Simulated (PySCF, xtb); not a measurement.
(1-methylcyclopropyl)methanol (C5H10O), SMILES OCC1(C)CC1.

GFN2-xTB (xtb 6.7.1) at its own geometry gives an orbital gap of 9.41 eV and a dipole moment of 1.78 D.

The structure is a stationary point at B3LYP-D3(BJ)/def2-SVP. The values are those of a single conformer.

**Question.** What does PySCF with HF/def2-TZVP give? (The exact figures need the calculation; the answer reports its results.)

**Answer.** gap 14.10 eV (levels -10.44 and 3.66 eV), dipole 1.70 D.
